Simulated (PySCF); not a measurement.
# Reading the logs of faulty runs: B3GeH6 cation

All numbers below are calculated, not measured. They come from PySCF 2.14.0, an open-source quantum chemistry program, on an isolated molecule that a program drew, which may never have been made. The molecule is B3GeH6 cation (charge +1, singlet), drawn as the SMILES string `B[B+][GeH2][BH2]`.

Each row is a Hartree-Fock (HF) and frozen-core CCSD(T) single point in the cc-pVDZ basis, meant for a local HF minimum. Run 1 is clean. Each other run has one planted mistake out of seven kinds, and not every kind appears here: one electron removed, one electron added, multiplicity raised by two, geometry at a saddle point, minimal basis STO-3G, one bond length entered in bohr, all coordinates scaled. The reference is restricted for singlets and unrestricted otherwise, and also for a bond in bohr. Adding or removing an electron swaps singlet and doublet. Electrons count all cores. HOMO and LUMO are orbital energies over both spins, the gradient is its largest component, and the lowest frequency (negative if imaginary) is given only where the gradient is small. Bond lengths are over the 9 bonds as drawn. T1 is the CCSD diagnostic: over 0.02 (restricted) or 0.045 (unrestricted) a single reference is doubtful. Germanium has the cc-pVDZ-PP basis, with a core potential (ECP10MDF) in place of its 10 inner electrons, and its 3s, 3p and 3d shells are frozen in CCSD(T).

Geometry of the clean run:
```xyz
10
B3GeH6 cation, angstrom
B    -1.7114    2.0640    1.5174
B    -1.4014    1.2488    0.0216
Ge   -1.0253    0.2539   -1.8098
B     0.2584   -1.3848   -1.5192
H    -0.9996    2.9664    1.8283
H    -2.6256    1.6943    2.1846
H    -0.4550    1.3941   -2.6496
H    -2.4455   -0.0947   -2.2480
H     0.6812   -1.6610   -0.4410
H     0.5330   -2.0129   -2.4918
```

```
run,electrons,basis functions,<S^2>,HOMO (eV),LUMO (eV),gradient (hartree/bohr),lowest frequency (cm^-1),mean bond (Å),longest bond (Å),T1,HF (hartree),CCSD(T) (hartree),mistake
1,52,95,0.000,-15.83,-5.80,2.9e-05,34,1.5296,2.118,0.0177,-370.54283,-370.91810,no fault
2,53,95,0.759,-7.91,0.97,4.6e-02,-,1.5296,2.118,0.0180,-370.79319,-371.18849,one electron added
3,52,95,2.015,-14.64,-7.74,4.2e-02,-,1.5296,2.118,0.0271,-370.46164,-370.83769,multiplicity raised by two
4,52,95,0.000,-15.13,-5.41,4.0e-02,-,1.6734,2.317,0.0169,-370.49007,-370.87461,all coordinates scaled
5,51,95,0.768,-22.05,-13.53,6.9e-02,-,1.5296,2.118,0.0197,-370.00512,-370.35339,one electron removed
6,52,95,0.733,-15.41,-5.98,1.6e-02,-,1.6473,2.250,0.0610,-370.42277,-370.79705,?
```

**Which mistake was planted in run 6, and what did it cost?**

The mean bond changes by a factor of 1.077 and the longest by 1.062, so the molecule wasn't scaled as a whole. A length L in bohr read as angstrom grows by (1/0.5292 - 1) L = 0.890 L. The 9 bonds together grew by 9 x 0.1177 = 1.059 Å, which gives L = 1.191 Å. That is the length of one of the B-H bonds, 1.191 Å in the clean geometry. So the mistake is: one bond length entered in bohr. Subtracting run 1 and multiplying by 627.51 kcal/mol a hartree, the energy moved by 75.3 kcal/mol in HF and 76.0 kcal/mol in CCSD(T).

Cautions from the logs. Run 6: T1 is over the limit, so its CCSD(T) energy is less reliable.
